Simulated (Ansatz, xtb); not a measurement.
## Relative energy of two isomers of C5H6Se

We compare I, `C#C[C@@H]1CC[Se]1`, a singlet, with II, `C#C/C=C\C[SeH]`, a singlet. Both are isolated molecules in the gas phase, relaxed with B3LYP-D3(BJ)/def2-SVP; each stands in its lowest conformer found.

Quicker runs give these differences E(II) − E(I): GFN2-xTB +32.05 kJ/mol; HF/STO-3G +112.41 kJ/mol (at GFN2-xTB geometries); r2SCAN-D4/def2-SVP −10.51 kJ/mol (at GFN2-xTB geometries).

Which of the two would you expect CCSD(T)/def2-SVP + ΔMP2/def2-TZVPP electronic energies to favour?

Too close to call at this level: CCSD(T)/def2-SVP + ΔMP2/def2-TZVPP gives E(II) − E(I) = +2.24 kJ/mol.

How the difference moves with the method:

```tsv
level	geometry	E(II) − E(I) (kJ/mol)	departure from the last row (kJ/mol)	job, with rough time for the two
GFN2-xTB	GFN2-xTB	+32.05	+29.81	optimisation, 0.2 s
HF/STO-3G	GFN2-xTB	+112.41	+110.17	single point, 0.44 s
r2SCAN-D4/def2-SVP	GFN2-xTB	−10.51	−12.75	single point, 4.1 s
B3LYP-D3(BJ)/def2-SVP	B3LYP-D3(BJ)/def2-SVP	−13.59	−15.84	optimisation, 78 s
HF/def2-SVP	B3LYP-D3(BJ)/def2-SVP	−21.34	−23.58	part of the CCSD(T) run
MP2/def2-SVP	B3LYP-D3(BJ)/def2-SVP	−1.72	−3.96	part of the CCSD(T) run
CCSD(T)/def2-SVP	B3LYP-D3(BJ)/def2-SVP	−9.49	−11.73	single point
CCSD(T)/def2-SVP + ΔMP2/def2-TZVPP	B3LYP-D3(BJ)/def2-SVP	+2.24		single point, 63 s
```

As drawn, II has 1 C=C, 1 Se–H in place of 1 C–C, 1 C–Se, 1 C–H. Structure I has a 4-membered ring, II no ring.

The largest departure from CCSD(T)/def2-SVP + ΔMP2/def2-TZVPP is that of HF/STO-3G, 110.17 kJ/mol. The last row adds to CCSD(T) the change of the MP2 difference between the two basis sets, here +11.73 kJ/mol.

With thermal terms from frequencies at re-optimised GFN2-xTB minima (ideal gas, soft modes damped towards free rotors, one conformer each, 298.15 K, 1 atm): the zero-point term adds −14.22 kJ/mol; ΔH is −9.18 and ΔG −15.64 kJ/mol.

The correlated steps freeze 14 core orbitals; the filled d shell of Se is correlated, in a basis made for valence electrons. Mirror images aren't counted in ΔG. Run with Ansatz 0.2.0, xtb 6.7.1; the last row on 4 threads of Arm Neoverse V1 on a shared host.
